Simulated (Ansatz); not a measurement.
**Exact exchange and the HOMO–LUMO gap of C5H12Si**

The species is C5H12Si (18 atoms), meant as a singlet with charge 0. SMILES: `C=C[Si](C)(C)C`. The shape is that of a PBE0-D4/def2-TZVP optimisation. This is one conformer, not always the lowest.

The HOMO–LUMO gap y, in eV, basis 6-31G(d); a is the functional's share of exact exchange. Programs: Ansatz 0.2.0.

| functional | program | a | y (eV) |
| --- | --- | --- | --- |
| BLYP | Ansatz | 0 | 5.48 |
| r2SCAN | Ansatz | 0 | 5.91 |
| B3LYP | Ansatz | 0.2 | 7.24 |
| r2SCAN0 | Ansatz | 0.25 | ? |
| PBE0 | Ansatz | 0.25 | 7.69 |
| BHLYP | Ansatz | 0.5 | 9.87 |

Question: Fit y = c + s·a to the known rows and predict r2SCAN0.

Answer: 
1. Means of the 5 rows: a = 0.1900, y = 7.238.
2. Σ(Δa)² = 0.172, Σ(Δa·Δy) = 1.4294, so the slope is 1.4294/0.172 = 8.3105.
3. Intercept: 7.238 − (8.3105) × 0.1900 = 5.659. The largest residual of the fit is 0.25.
4. r2SCAN0: 5.659 + (8.3105) × 0.25 = 7.74 eV.

The run gave 7.95 eV, so the prediction is off by -0.21 eV, within the largest residual. Exact exchange lowers occupied levels and raises empty ones. The rows mix families of semi-local functionals, which the line can't see.
